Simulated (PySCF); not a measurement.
**Spinor energies of Xe²⁶⁺ (xenon, charge +26)**

Start: [Ar] 3d10. Calculated with PySCF 2.14 in an uncontracted even-tempered set (19 s from 1.2 bohr⁻², ratio 2.6; 15 p from 1.6 bohr⁻², ratio 2.6; 10 d from 1.6 bohr⁻², ratio 2.6; 6 f from 1.7 bohr⁻², ratio 2.8): generalised Hartree-Fock with the X2C-1e Hamiltonian and a Gaussian nucleus; spin-orbit coupling (SO) screened by Boettger's factors.

```
spinor shell  electrons  ε, screened SO (eV)  weight of nominal j (screened SO)  rms radius, screened SO (bohr)
       1s1/2          2             -35598.4                              1.000                          0.0305
       2s1/2          2              -6353.4                              1.000                           0.124
       2p1/2          2              -6013.1                              1.000                           0.107
       2p3/2          4              -5684.0                              1.000                           0.112
       3s1/2          2              -1964.3                              1.000                           0.321
       3p1/2          2              -1822.5                              1.000                           0.312
       3p3/2          4              -1755.8                              1.000                           0.323
       3d3/2          4              -1512.4                              1.000                           0.293
       3d5/2          6              -1498.3                              1.000                           0.296
```

| quantity | screened SO |
| --- | --- |
| E (hartree) | -7116.13926 |
| M_J | 0 |
| ⟨J²⟩ | 0.000 |
| ⟨L²⟩ | 0.016 |
| ⟨S²⟩ | 0.016 |

Breit and QED terms are absent; they matter most for the inner s and p1/2 levels.

Densities and radii are taken from the X2C orbitals without a picture-change correction, which distorts them close to the nucleus.
